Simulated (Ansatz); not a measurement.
System: AuCl, net charge 0, singlet state. 
Geometry from a B3LYP-D3(BJ)/def2-TZVP (Ansatz, a first-principles code) optimisation:
```xyz
2

Au     0.0000     0.0000    -0.3991
Cl     0.0000     0.0000     1.8548
```

Computed values are from Ansatz. Cores are frozen in the correlated levels unless marked. Open shells are spin-unrestricted. No spin-orbit coupling. Frozen are the shells of the preceding noble gas and the d and f shells that filled before the atom's block. Past Kr the def2 sets carry scalar-relativistic core potentials. Basis-set limits of correlation are two-point, X^-3; Hartree-Fock from the larger set.

Q: What is the T1 diagnostic at CCSD/def2-QZVPPD?

A: 0.025.

Q: What is the dipole moment at CCSD(T)/def2-SVPD?

A: 4.21 D.

Q: What is the atomisation energy De at CCSD(T)/CBS(def2-TZVPPD,def2-QZVPPD)?

A: 282.4 kJ/mol.

Q: What is the vertical ionisation energy (to the doublet) at CCSD(T)/CBS(def2-TZVPPD,def2-QZVPPD)?

A: 10.60 eV.

Q: What is the total energy at CCSD(T)/CBS(def2-TZVPPD,def2-QZVPPD)?

A: -594.9980 Eh.
